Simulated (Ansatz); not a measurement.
Species: CH₃, net charge 0, doublet state. 
Geometry from a B3LYP-D3(BJ)/def2-TZVP (Ansatz, an electronic-structure program) optimisation:
```xyz
4

C      0.0000     0.0000     0.0000
H      1.0788     0.0082     0.0171
H     -0.5460     0.9298    -0.0391
H     -0.5328    -0.9380     0.0220
```
Charge 0, spin multiplicity 2.

Basis-set convergence of Hartree-Fock and CCSD correlation energies (hartree) with Ansatz. Cores are frozen in the correlated levels unless marked. UHF or UKS for open shells. No spin-orbit coupling. No relativistic terms.

```csv
basis,functions,E(HF),"E(corr, CCSD)"
def2-SVPD,44,-39.53404,-0.15521
def2-TZVPPD,88,-39.57879,-0.17890
def2-QZVPPD,162,-39.58081,-0.18668
```

Extrapolating the two largest sets (X = 3 and 4) as X^-3: E(corr) = (64·(-0.18668) - 27·(-0.17890))/37 = -0.1924 Eh, an estimate of the basis-set limit. The largest set recovers 97.0 % of it, the smallest 80.7 %.
